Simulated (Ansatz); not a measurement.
Molecule: CAuO (charge +1, singlet). 
Coordinates optimised at B3LYP-D3(BJ)/def2-TZVP (Ansatz, a program for electronic structure):
```xyz
3

Au     0.0000     0.0000    -0.3897
C      0.0000     0.0000     1.5619
O      0.0000     0.0000     2.6769
```
Charge +1, spin multiplicity 1.

Wanted: vertical electron affinity (to the doublet state of charge +0; a negative value means that the extra electron is unbound and the number depends on the basis; each state is the SCF solution reached for its spin), in eV. Cores are frozen in the correlated levels unless marked. Open shells are spin-unrestricted. No spin-orbit coupling. The frozen core is the preceding noble-gas configuration, with the filled d and f shells of earlier blocks. In def2 rows, elements after Kr have scalar-relativistic effective core potentials. 

| level | program | vertical electron affinity (eV) |
|---|---|---|
| SVWN5/def2-TZVPD | Ansatz | 7.87 |
| PBE/def2-TZVPD | Ansatz | 7.60 |
| r2SCAN/def2-TZVPD | Ansatz | 7.68 |
| B3LYP/def2-TZVPD | Ansatz | 7.56 |
| PBE0/def2-TZVPD | Ansatz | 7.43 |
| BHLYP/def2-TZVPD | Ansatz | 7.21 |
| CAM-B3LYP/def2-TZVPD | Ansatz | 7.47 |
| wB97M-V/def2-TZVPD | Ansatz | 7.18 |
| wB97X-V/def2-TZVPD | Ansatz | 7.17 |
| wB97X/def2-TZVPD | Ansatz | 7.12 |
| CCSD/def2-SVPD | Ansatz | 7.04 |
| CCSD/def2-TZVPPD | Ansatz | 7.15 |
| CCSD(T)/def2-SVPD | Ansatz | 7.10 |
| CCSD(T)/def2-TZVPPD | Ansatz | 7.24 |
